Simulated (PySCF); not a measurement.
A structure optimised at PBE0-D3(BJ)/def2-TZVP, used in a PySCF frequency run:

```xyz
3

I      0.0000    -1.8771     0.0411
B      0.0000     0.0000    -0.8704
I      0.0000     1.8771     0.0411
```
Charge 0, spin multiplicity 2.

Q: Write its SMILES, formula and point group.

A: I[B]I, BI2, C2v

Q: What are its rotational constants (standard atomic weights)?

A: 58.671, 0.56508, 0.55969 GHz
